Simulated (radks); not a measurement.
Spin polarisation of the 3p4 shell in the potassium ion K3+. Start: [Ne] 3s2 3p(up 2, down 2); electrons of 3p are moved from spin down to spin up, other shells keep equal spins. Method: non-relativistic Kohn-Sham, PBEsol, spin-polarised, spherical densities, point nucleus; computed with a radial shooting solver on a logarithmic mesh with Libxc functionals.

| moment (Bohr magnetons) | E - E(0) (eV) | e(3p up) (eV) | e(3p down) (eV) | 3s down minus up (eV) | 2p down minus up (eV) | 2s down minus up (eV) |
|---|---|---|---|---|---|---|
| 0 | 0.000 | -54.697 | -54.697 | 0.000 | 0.000 | 0.000 |
| 0.5 | -0.086 | -55.027 | -54.342 | 0.717 | 0.184 | 0.133 |
| 1 | -0.343 | -55.334 | -53.958 | 1.439 | 0.369 | 0.266 |
| 1.5 | -0.774 | -55.620 | -53.544 | 2.171 | 0.554 | 0.399 |
| 2 | -1.382 | -55.885 | -53.094 | 2.917 | 0.738 | 0.532 |

At moment 2 the spin-polarisation energy is -1.382 eV and the 3p exchange splitting 2.790 eV, that is 1.395 eV per Bohr magneton; E = -I m^2/4 would give I = 1.382 eV.
